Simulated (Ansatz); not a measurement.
Results of the Gaussian-basis code of Ansatz.

Basis-set series for `[CH3][V](=[O])([Cl])[Cl]`. The species carries charge 0 and has multiplicity 1. The geometry is a stationary point of PBE0-D4/def2-TZVP.

```json
{"functional": "PBE0-D4", "basis": "def2-SVP", "functions": "110", "energy (Eh)": "-1978.53981", "HOMO (eV)": "-9.27", "LUMO (eV)": "-3.80"}
{"functional": "PBE0-D4", "basis": "def2-TZVPP", "functions": "252", "energy (Eh)": "-1979.12388", "HOMO (eV)": "-9.32", "LUMO (eV)": "-3.75"}
{"functional": "ωB97M-V", "basis": "def2-SVP", "functions": "110", "energy (Eh)": "-1979.00884", "HOMO (eV)": "-11.41", "LUMO (eV)": "-1.47"}
{"functional": "ωB97M-V", "basis": "def2-TZVPP", "functions": "252", "energy (Eh)": "-1979.59398", "HOMO (eV)": "-11.59", "LUMO (eV)": "-1.48"}
```

Task: Give the rows for def2-QZVPP. (Best estimate.)

Result: The calculation gave: 
```tsv
functional	basis	functions	energy (Eh)	HOMO (eV)	LUMO (eV)
PBE0-D4	def2-QZVPP	437	-1979.17559	-9.33	-3.76
ωB97M-V	def2-QZVPP	437	-1979.64309	-11.62	-1.50
```

Scalar relativity is left out up to krypton.
